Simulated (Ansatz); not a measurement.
## Ansatz (development build ahead of 0.2.0) run

```yaml
crystal:
  periodic: [false, false, false]
  atoms:
    - { symbol: Na, position_ang: [-1.21281, -1.21271, -1.21044] }
    - { symbol: Cl, position_ang: [-1.40325, -1.40266, 1.40377] }
    - { symbol: Cl, position_ang: [-1.40286, 1.40285, -1.40496] }
    - { symbol: Na, position_ang: [-1.21137, 1.21165, 1.21111] }
    - { symbol: Cl, position_ang: [1.40438, -1.40301, -1.40515] }
    - { symbol: Na, position_ang: [1.21082, -1.2121, 1.21142] }
    - { symbol: Na, position_ang: [1.21066, 1.21243, -1.21085] }
    - { symbol: Cl, position_ang: [1.40443, 1.40354, 1.4051] }
basis:
  gaussian: { orbitals: cc-pVDZ }
hamiltonian:
  xc: hf
correlation:
  method: mp2
  frozen_orbitals: { Cl: 5, Na: 1 }
```

The input is written out in the form of the current development build from the run's settings.

Results

```yaml
Converged: yes
Reference_energy: -2485.96332 hartree
Correlation_energy: -0.59685 hartree
Total_energy: -2486.56017 hartree
Spin_squared_of_the_determinant: 0.000
```
